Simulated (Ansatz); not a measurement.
```yaml
crystal:
  periodic: [false, false, false]
  atoms:
    - {symbol: N, position_ang: [0.699021, -1.305439, 1.492003]}
    - {symbol: C, position_ang: [0.307902, -0.606960, 0.664453]}
    - {symbol: B, position_ang: [-0.159847, 0.376936, -0.429785]}
    - {symbol: F, position_ang: [-1.223530, 0.070495, -1.128270]}
    - {symbol: H, position_ang: [0.426254, 1.391269, -0.639801]}
basis:
  gaussian: {orbitals: def2-TZVPP, point_charges: [{charge: 2.00, position_ang: [4.349, -0.133, -0.566]}]}
magnetization: {spin_polarized: true, initial_magnetization: 0}
hamiltonian: {xc: {name: rPW86-PBE}, dispersion: rvv10}
multiplicity: 3
output: {forces: true}
```

```sh
$ ansatz run in.yaml --threads 2 --pin off --events-out ev --progress --plain --max-ram 32768MiB --backend cpu
```

Shortened log:

```
Error: YAML parse error: error: line 13 column 1: unknown field `multiplicity`, expected one of crystal, accuracy, basis, kpoints, hamiltonian, magnetization, projection, total_charge, correlation, batch, efield, external_charges, scf, relax, neb, saddle, md, ramp, phonons, dielectric, real_time, elastic, magnetic_configurations, gw, evaluate, workflow, output, checkpoint, execution
11 | magnetization: {spin_polarized: true, initial_magnetization: 0}
12 | hamiltonian: {xc: {name: rPW86-PBE}, dispersion: rvv10}
13 | multiplicity: 3
14 | output: {forces: true}
```

Problem. Something in this input is off. What?

Solution. The input holds a key that doesn't belong there. The input was rejected before any iteration.
